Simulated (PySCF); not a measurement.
## Simulated absorption spectrum

Species: C5H8OSi.
InChI=1S/C5H8OSi/c1-3-4(2)5(6)7/h1,4H,2,7H3/t4-/m0/s1

Method: TDDFT CAM-B3LYP/def2-SVPD, vertical, gas phase, core orbitals frozen in the response (PySCF 2.14.0, density-fitted response routines). The structure is a single GFN2-xTB conformer in the gas phase; no vibrational or solvent corrections. Torsions of this conformer, `[CH:1]#[C:2][C@H:3]([CH3:4])[C:5](=[O:6])[SiH3:7]`: C2–C3–C5–O6 -110°.

Each state is given a Gaussian of 0.3 eV full width at half maximum, with ε(max) = 2.175×10⁸ f / Δν̃ (Δν̃ the width in cm⁻¹). The width is an assumption, not a result. The curve ends short of the highest state used, and states not computed would add to its high-energy end.

```tsv
λ (nm)	ε (L mol⁻¹ cm⁻¹)
184.2	759
188.2	1203
192.1	2919
196.1	3114
200.1	1269
204.1	271
208.1	102
212.1	52
216.0	15
220.0	2
224.0	0
228.0	0
232.0	0
236.0	0
239.9	0
243.9	0
247.9	0
251.9	0
255.9	0
259.9	0
263.8	0
267.8	0
271.8	0
275.8	0
279.8	0
283.8	0
287.7	0
291.7	0
295.7	0
299.7	0
303.7	0
307.7	0
311.6	0
315.6	0
319.6	1
323.6	2
327.6	4
331.6	7
335.5	12
339.5	18
343.5	24
347.5	28
351.5	30
355.5	28
359.4	25
363.4	20
367.4	15
371.4	10
375.4	7
379.4	4
383.3	2
387.3	1
391.3	1
395.3	0
399.3	0
403.3	0
```

Problem. Locate the maxima and give the states behind the curve.

Solution. 352 nm (3.52 eV), ε about 30, made up of S1 (100%); 194 nm (6.38 eV), ε about 3400, made up of S3 (99%) (ε in L mol⁻¹ cm⁻¹; maxima over ε = 5, shares over 10%). At its high-energy end, 6.73 eV, the curve is still rising (ε about 760, from S4 and S6). The states used: S1 3.52 eV (f 0.0003); S2 5.98 eV (f 0.0010); S3 6.38 eV (f 0.038); S4 6.65 eV (f 0.0037); S5 6.73 eV (f 0.0007); S6 7.02 eV (f 0.051); S7 7.20 eV (f 0.012); S8 7.33 eV (f 0.075).

Problem. Does any computed singlet lie in the visible range?

Solution. No computed singlet lies in the visible range (380 to 750 nm); the lowest, at 352 nm, stands 0.26 eV above its violet end (3.26 eV); a Tamm–Dancoff triplet lies at 429 nm, without intensity as long as spin–orbit coupling is left out.

Problem. On this curve, what absorbance would a 10⁻⁴ mol/L sample give at 193 nm over a 1 cm path?

Solution. 193 nm is 6.424 eV, where ε is about 3200 L mol⁻¹ cm⁻¹, so A = ε c l ≈ 0.32 (Beer–Lambert, with the gas-phase spectrum and the assumed width).

Problem. Coming from long wavelengths, where does ε first pass 100 L mol⁻¹ cm⁻¹?

Solution. At about 208 nm (5.96 eV), 2.43 eV above S1.

Hardware: one thread, Arm Neoverse V2 (aarch64), shared host with 32 logical CPUs at a one-minute load of 16. Cost: 55 s of wall time, 0.96 GiB resident at most.
